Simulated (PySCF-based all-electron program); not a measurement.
# Distorting InH2NF2, singlet

All-electron Kohn–Sham DFT on the free molecule, computed near the basis limit with an in-house program on PySCF integrals; Koelling–Harmon scalar relativity, no spin–orbit coupling, spin-restricted. Forces are good to about 0.018 eV/Å. Atoms are numbered as listed.

Shape A:

```xyz
6

In    0.0000    0.0000    0.0000
N     0.0000    0.0000    2.0340
F    -0.1558    1.6180   -1.1005
F    -0.1558   -1.6180   -1.1005
H     0.4822    0.8251    2.3989
H     0.4822   -0.8251    2.3989
```

PBE forces:

```json
{"atom": "In1", "Fx": "-0.023", "Fy": "0.000", "Fz (eV/Å)": "-0.039"}
{"atom": "N2", "Fx": "0.034", "Fy": "0.000", "Fz (eV/Å)": "-0.007"}
{"atom": "F3", "Fx": "0.007", "Fy": "-0.025", "Fz (eV/Å)": "0.023"}
{"atom": "F4", "Fx": "0.007", "Fy": "0.025", "Fz (eV/Å)": "0.023"}
{"atom": "H5", "Fx": "-0.013", "Fy": "-0.041", "Fz (eV/Å)": "0.000"}
{"atom": "H6", "Fx": "-0.013", "Fy": "0.041", "Fz (eV/Å)": "0.000"}
```

**Question.** What forces does r2SCAN give in shape A?

**Answer.** The forces move by 0.362 eV/Å (r.m.s. over the atoms) from PBE.

```tsv
atom	Fx	Fy	Fz (eV/Å)
In1	-0.113	0.000	-0.260
N2	0.336	0.000	-0.083
F3	0.048	-0.399	0.274
F4	0.048	0.399	0.274
H5	-0.159	-0.322	-0.103
H6	-0.159	0.322	-0.103
```

Shape B:

```xyz
6

In    0.0000    0.0000    0.0000
N     0.0000    0.0000    2.2374
F    -0.1558    1.6180   -1.1005
F    -0.1558   -1.6180   -1.1005
H     0.4822    0.8251    2.6023
H     0.4822   -0.8251    2.6023
```

Against shape A, In1–N2 goes from 2.034 to 2.237 Å.

PBE forces:

```json
{"atom": "In1", "Fx": "0.145", "Fy": "0.000", "Fz (eV/Å)": "1.942"}
{"atom": "N2", "Fx": "-0.409", "Fy": "0.000", "Fz (eV/Å)": "-1.728"}
{"atom": "F3", "Fx": "-0.001", "Fy": "-0.034", "Fz (eV/Å)": "0.090"}
{"atom": "F4", "Fx": "-0.001", "Fy": "0.034", "Fz (eV/Å)": "0.090"}
{"atom": "H5", "Fx": "0.133", "Fy": "0.023", "Fz (eV/Å)": "-0.197"}
{"atom": "H6", "Fx": "0.133", "Fy": "-0.023", "Fz (eV/Å)": "-0.197"}
```

**Question.** What forces does r2SCAN give in shape B?

**Answer.** The forces move by 0.366 eV/Å (r.m.s. over the atoms) from PBE.

```csv
atom,Fx,Fy,Fz (eV/Å)
In1,0.058,0.000,1.748
N2,-0.106,0.000,-1.825
F3,0.039,-0.418,0.345
F4,0.039,0.418,0.345
H5,-0.015,-0.262,-0.307
H6,-0.015,0.262,-0.307
```

Shape C:

```
atom    x (Å)    y (Å)    z (Å)
  In   0.0000   0.0000   0.0000
   N   0.0000   0.0000   1.8306
   F  -0.1558   1.6180  -1.1005
   F  -0.1558  -1.6180  -1.1005
   H   0.4822   0.8251   2.1955
   H   0.4822  -0.8251   2.1955
```

Against shape A, In1–N2 goes from 2.034 to 1.831 Å.

PBE forces:

```tsv
atom	Fx	Fy	Fz (eV/Å)
In1	-0.279	0.000	-5.412
N2	0.572	0.000	5.005
F3	0.013	0.019	-0.097
F4	0.013	-0.019	-0.097
H5	-0.159	-0.119	0.301
H6	-0.159	0.119	0.301
```

**Question.** What forces does r2SCAN give in shape C?

**Answer.** The forces move by 0.368 eV/Å (r.m.s. over the atoms) from PBE.

```
atom      Fx      Fy  Fz (eV/Å)
 In1  -0.370   0.000     -5.734
  N2   0.875   0.000      5.036
  F3   0.052  -0.346      0.148
  F4   0.052   0.346      0.148
  H5  -0.305  -0.396      0.201
  H6  -0.305   0.396      0.201
```
